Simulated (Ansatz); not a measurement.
Ansatz (a program for electronic structure) input file for B(vinyl)(OH)(NH2) (C₂H₆BNO), SMILES C=CB(N)O, r2SCAN-D4/def2-SVP. 

Ansatz 0.2 input:
```yaml
crystal:
  periodic: [false, false, false]
  atoms:
    - {symbol: B, position_ang: [0.20748374, 0.40080573, 0.18139251]}
    - {symbol: C, position_ang: [-0.63912413, -0.45149695, -0.82892940]}
    - {symbol: C, position_ang: [-0.84780425, -1.75615262, -0.71245573]}
    - {symbol: H, position_ang: [-1.08266847, 0.06218121, -1.67631323]}
    - {symbol: H, position_ang: [-1.43478870, -2.32403835, -1.41901393]}
    - {symbol: H, position_ang: [-0.42757932, -2.30673313, 0.11277559]}
    - {symbol: O, position_ang: [0.79913407, -0.21579229, 1.23863223]}
    - {symbol: H, position_ang: [1.29901779, 0.36177861, 1.81414435]}
    - {symbol: N, position_ang: [0.33802633, 1.78665159, -0.02539375]}
    - {symbol: H, position_ang: [0.85995658, 2.40236506, 0.57504537]}
    - {symbol: H, position_ang: [-0.08904328, 2.26609274, -0.79659160]}
basis:
  gaussian:
    orbitals: def2-SVP
hamiltonian:
  xc: r2scan
  dispersion: d4
relax: {f_tol: 0.002, max_steps: 200}
```

Program output:

```
WARN ansatz: RAYON_NUM_THREADS=1 ignored (pool sized by the plan → 1); use --threads N
Functional definition: r2SCAN
integrals: 0.04 GiB planned
1133 factors; their error is unknown
mean field: 0.27 GiB planned
mean field evaluation 1: about -6366.7825 eV, gradient 7.5e1 eV
mean field evaluation 2: about -6357.6282 eV, gradient 1.0e2 eV
mean field evaluation 4: about -6378.7632 eV, gradient 5.1e0 eV
mean field evaluation 8: about -6378.8346 eV, gradient 1.8e-1 eV
mean field evaluation 16: about -6378.7884 eV, gradient 8.0e-5 eV
mean field -6378.78840504 eV, -234.4161501872 hartree, gradient 3.0e-5 eV, S^2 0.000000; 0 other end points of the search recorded, 0 dependent functions left out
the calculation of the forces begins
reference -6378.78841486 eV, -234.4161505482 hartree; 19, 19 occupied and 81, 81 virtual orbitals, 1133 factors
relax step   1: F+E_penalty+E_count = -6378.83527445 eV  Δ(F+E_penalty+E_count) = +0.000e0 eV  max|allowed force component| = 7.781e-1 eV/Å  Δτ_max = 0.0000 Å  (28 SCF iters, accepted)
these checks for a lower state are left out or cut short: starts, cluster_reference, orbital_swaps, neighbouring_geometries, increment
integrals: 0.04 GiB planned
1133 factors; their error is unknown
mean field: 0.27 GiB planned
mean field -6378.82577257 eV, -234.4175234184 hartree, gradient 1.4e-5 eV, S^2 0.000000; 0 other end points of the search recorded, 0 dependent functions left out
the calculation of the forces begins
reference -6378.82578244 eV, -234.4175237811 hartree; 19, 19 occupied and 81, 81 virtual orbitals, 1133 factors
relax step   2: F+E_penalty+E_count = -6378.87258831 eV  Δ(F+E_penalty+E_count) = -3.731e-2 eV  max|allowed force component| = 2.933e-1 eV/Å  Δτ_max = 0.0269 Å  (31 SCF iters, accepted)
these checks for a lower state are left out or cut short: starts, cluster_reference, orbital_swaps, neighbouring_geometries, increment
integrals: 0.04 GiB planned
1133 factors; their error is unknown
mean field: 0.27 GiB planned
mean field evaluation 32: about -6378.8300 eV, gradient 1.4e-5 eV
mean field -6378.82996100 eV, -234.4176773404 hartree, gradient 1.4e-5 eV, S^2 0.000000; 0 other end points of the search recorded, 0 dependent functions left out
the calculation of the forces begins
reference -6378.82997089 eV, -234.4176777038 hartree; 19, 19 occupied and 81, 81 virtual orbitals, 1133 factors
relax step   3: F+E_penalty+E_count = -6378.87677677 eV  Δ(F+E_penalty+E_count) = -4.188e-3 eV  max|allowed force component| = 4.949e-2 eV/Å  Δτ_max = 0.0188 Å  (32 SCF iters, accepted)
these checks for a lower state are left out or cut short: starts, cluster_reference, orbital_swaps, neighbouring_geometries, increment
integrals: 0.04 GiB planned
1133 factors; their error is unknown
mean field: 0.27 GiB planned
mean field -6378.83008576 eV, -234.4176819252 hartree, gradient 1.4e-5 eV, S^2 0.000000; 0 other end points of the search recorded, 0 dependent functions left out
the calculation of the forces begins
reference -6378.83009564 eV, -234.4176822885 hartree; 19, 19 occupied and 81, 81 virtual orbitals, 1133 factors
relax step   4: F+E_penalty+E_count = -6378.87690943 eV  Δ(F+E_penalty+E_count) = -1.327e-4 eV  max|allowed force component| = 3.523e-2 eV/Å  Δτ_max = 0.0152 Å  (32 SCF iters, accepted)
these checks for a lower state are left out or cut short: starts, cluster_reference, orbital_swaps, neighbouring_geometries, increment
integrals: 0.04 GiB planned
1133 factors; their error is unknown
mean field: 0.27 GiB planned
mean field -6378.83041128 eV, -234.4176938882 hartree, gradient 1.4e-5 eV, S^2 0.000000; 0 other end points of the search recorded, 0 dependent functions left out
the calculation of the forces begins
reference -6378.83042117 eV, -234.4176942514 hartree; 19, 19 occupied and 81, 81 virtual orbitals, 1133 factors
relax step   5: F+E_penalty+E_count = -6378.87724104 eV  Δ(F+E_penalty+E_count) = -3.316e-4 eV  max|allowed force component| = 1.359e-2 eV/Å  Δτ_max = 0.0067 Å  (32 SCF iters, accepted)
these checks for a lower state are left out or cut short: starts, cluster_reference, orbital_swaps, neighbouring_geometries, increment
integrals: 0.04 GiB planned
1133 factors; their error is unknown
mean field: 0.27 GiB planned
mean field -6378.83045284 eV, -234.4176954152 hartree, gradient 1.3e-5 eV, S^2 0.000000; 0 other end points of the search recorded, 0 dependent functions left out
the calculation of the forces begins
reference -6378.83046272 eV, -234.4176957784 hartree; 19, 19 occupied and 81, 81 virtual orbitals, 1133 factors
relax step   6: F+E_penalty+E_count = -6378.87728498 eV  Δ(F+E_penalty+E_count) = -4.394e-5 eV  max|allowed force component| = 5.349e-3 eV/Å  Δτ_max = 0.0029 Å  (24 SCF iters, accepted)
these checks for a lower state are left out or cut short: starts, cluster_reference, orbital_swaps, neighbouring_geometries, increment
integrals: 0.04 GiB planned
1133 factors; their error is unknown
mean field: 0.27 GiB planned
mean field -6378.83046442 eV, -234.4176958408 hartree, gradient 1.9e-5 eV, S^2 0.000000; 0 other end points of the search recorded, 0 dependent functions left out
the calculation of the forces begins
reference -6378.83047430 eV, -234.4176962040 hartree; 19, 19 occupied and 81, 81 virtual orbitals, 1133 factors
relax step   7: F+E_penalty+E_count = -6378.87729737 eV  Δ(F+E_penalty+E_count) = -1.239e-5 eV  max|allowed force component| = 2.562e-3 eV/Å  Δτ_max = 0.0014 Å  (22 SCF iters, accepted)
these checks for a lower state are left out or cut short: starts, cluster_reference, orbital_swaps, neighbouring_geometries, increment
integrals: 0.04 GiB planned
1133 factors; their error is unknown
mean field: 0.27 GiB planned
mean field evaluation 64: about -6378.8305 eV, gradient 2.1e-5 eV
mean field -6378.83046844 eV, -234.4176959884 hartree, gradient 2.1e-5 eV, S^2 0.000000; 0 other end points of the search recorded, 0 dependent functions left out
the calculation of the forces begins
reference -6378.83047832 eV, -234.4176963516 hartree; 19, 19 occupied and 81, 81 virtual orbitals, 1133 factors
relax step   8: F+E_penalty+E_count = -6378.87730097 eV  Δ(F+E_penalty+E_count) = -3.602e-6 eV  max|allowed force component| = 1.347e-3 eV/Å  Δτ_max = 0.0012 Å  (22 SCF iters, accepted)
integrals: 0.04 GiB planned
1133 factors; their error is unknown
mean field: 0.27 GiB planned
mean field -6378.83046844 eV, -234.4176959884 hartree, gradient 2.0e-5 eV, S^2 0.000000; 1 other end points of the search recorded, 0 dependent functions left out
the calculation of the forces begins
reference -6378.83047832 eV, -234.4176963515 hartree; 19, 19 occupied and 81, 81 virtual orbitals, 1133 factors
Total energy: -6378.87731085 eV, -234.4194174156 hartree
Atom 0 at     0.199020     0.411933     0.172902 Å, force     0.000379    -0.001347    -0.000139 eV/Å
Atom 1 at    -0.649849    -0.433429    -0.837702 Å, force     0.000190    -0.000588     0.001121 eV/Å
Atom 2 at    -0.835424    -1.756501    -0.702864 Å, force    -0.000096     0.000959    -0.001306 eV/Å
Atom 3 at    -1.121072     0.063170    -1.699325 Å, force    -0.001034     0.000443    -0.000310 eV/Å
Atom 4 at    -1.430050    -2.347251    -1.409964 Å, force    -0.000143    -0.000365    -0.000651 eV/Å
Atom 5 at    -0.387267    -2.298542     0.138391 Å, force     0.000642    -0.000829     0.001139 eV/Å
Atom 6 at     0.774953    -0.251583     1.232734 Å, force    -0.000877     0.000925     0.000205 eV/Å
Atom 7 at     1.281786     0.322195     1.817669 Å, force     0.000658    -0.000454     0.000692 eV/Å
Atom 8 at     0.349961     1.806283    -0.023191 Å, force    -0.000277     0.000330    -0.000675 eV/Å
Atom 9 at     0.878710     2.424545     0.579720 Å, force     0.000338     0.000472     0.000181 eV/Å
Atom 10 at    -0.078158     2.284843    -0.805080 Å, force     0.000219     0.000454    -0.000256 eV/Å
Dipole moment:     0.153179     0.536846     0.068075 e Å
```

The calculation finished and met its thresholds.
